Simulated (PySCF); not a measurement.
Isomers of C7H9FO, one GFN2-xTB conformer each. Single-point energies are computed at PBE0/pcSseg-1 (PySCF, gas phase, no added dispersion term), electronic only.

| SMILES | GFN2-xTB relative energy (kJ/mol) |
| --- | --- |
| C=C1C[C@](F)(OC)C1=C | 190.7 |
| O=C1[C@H]2CC[C@]1(F)CC2 | 0.0 |
| C[C@H]1CC=C(F)C(=O)C1 | 59.9 |

Conformers: `[CH2:1]=[C:2]1[CH2:3][C@:4]([F:5])([O:6][CH3:7])[C:8]1=[CH2:9]` with C3–C4–O6–C7 68°; `[CH3:1][C@H:2]1[CH2:3][CH:4]=[C:5]([F:6])[C:7](=[O:8])[CH2:9]1` with C1–C2–C3–C4 174°, C2–C3–C4–C5 -22°, C4–C5–C7–O8 177°, C5–C7–C9–C2 36°.

Question: What does PBE0/pcSseg-1 give for the same structures?

Answer: 
| SMILES | PBE0/pcSseg-1 E (Eh) | PBE0/pcSseg-1 (kJ/mol) | GFN2-xTB (kJ/mol) | point group |
| --- | --- | --- | --- | --- |
| O=C1[C@H]2CC[C@]1(F)CC2 | -446.66991 | 0.0 | 0.0 | Cs |
| C[C@H]1CC=C(F)C(=O)C1 | -446.66748 | 6.4 | 59.9 | C1 |
| C=C1C[C@](F)(OC)C1=C | -446.59685 | 191.8 | 190.7 | C1 |

Both levels put the same isomer lowest; measured from each level's own lowest isomer, the values differ by up to 53.5 kJ/mol (C[C@H]1CC=C(F)C(=O)C1: 59.9 against 6.4). As drawn, the lowest has a C=O bond, which the highest lacks; the highest has a four-membered ring and a C=C bond outside aromatic rings, which the lowest lacks. Neighbours under 10 kJ/mol apart (O=C1[C@H]2CC[C@]1(F)CC2 and C[C@H]1CC=C(F)C(=O)C1) can change places with a better method, another conformer or zero-point energy.

Question: Which frontier levels, dipoles and rotational constants go with these structures?

Answer: 
```csv
SMILES,"HOMO (eV, PBE0/pcSseg-1)",LUMO (eV),dipole (D),"A, B, C (MHz)"
O=C1[C@H]2CC[C@]1(F)CC2,-7.01,-0.60,4.04,"2180, 1821, 1629"
C[C@H]1CC=C(F)C(=O)C1,-7.47,-1.69,4.78,"2905, 1265, 916.0"
C=C1C[C@](F)(OC)C1=C,-6.95,-1.39,1.48,"2752, 1259, 1091"
```

Question: As an exercise, what shares would exp(−E/RT) give at 2000 K from these electronic energies alone (no entropy, no degeneracies)?

Answer: RT = 16.629 kJ/mol: O=C1[C@H]2CC[C@]1(F)CC2 59.5 %, C[C@H]1CC=C(F)C(=O)C1 40.5 %, C=C1C[C@](F)(OC)C1=C under 0.1 %.
